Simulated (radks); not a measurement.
The numbers below are computed, except where a source is named.
Mean orbital radii <r> (bohr) of neutral vanadium, [Ar] 3d3 4s2, at several levels of relativity; Dirac values are averaged over j with weights 2j + 1. Spin-unpolarised spherical Kohn-Sham, PBE, point nucleus unless stated (finite: rms radius 3.6002 fm), a radial shooting solver on a logarithmic mesh with Libxc functionals. A level marked "c x" has the speed of light scaled by that factor and shares open shells by 2j + 1; other Dirac levels either fill j = l - 1/2 first or share by 2j + 1.

shell,non-rel.,scalar-rel.,"scalar-rel., finite nucleus","Dirac, c x 100","change of magnitude, last against first (%)"
1s,0.06705,0.06644,0.06644,0.06705,0.00
2s,0.3110,0.3082,0.3082,0.3110,0.00
2p,0.2751,0.2741,0.2741,0.2751,0.00
3s,0.9560,0.9484,0.9484,0.9560,0.00
3p,1.019,1.017,1.017,1.019,0.00
3d,1.436,1.449,1.449,1.436,0.00
4s,3.378,3.350,3.350,3.378,0.00
4p (empty),4.724,4.723,4.723,4.724,0.00
